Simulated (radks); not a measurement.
Isoelectronic series with 2 electrons, all held in the configuration [He], which need not be the ground one along the series. All-electron calculation, Dirac Kohn-Sham, BLYP, spin-unpolarised, spherical densities, finite nucleus; Fermi nuclear charge, rms radius of each element as measured or else 0.836 A^(1/3) + 0.57 fm. Program: a radial shooting solver on a logarithmic mesh with Libxc functionals. Total energies (hartree) and orbital eigenvalues (Ry):

| ion | E (hartree) | 1s1/2 |
|---|---|---|
| He | -2.90721 | -1.16980 |
| Ne8+ | -93.99013 | -83.57620 |
| Ar16+ | -314.16733 | -294.9836 |
| Fe24+ | -665.77182 | -637.6654 |
| Se32+ | -1152.62554 | -1115.368 |
| Mo40+ | -1780.26010 | -1733.537 |
| Sn48+ | -2556.24555 | -2499.637 |
| Ce56+ | -3490.6850 | -3423.645 |
| Dy64+ | -4596.9060 | -4518.726 |
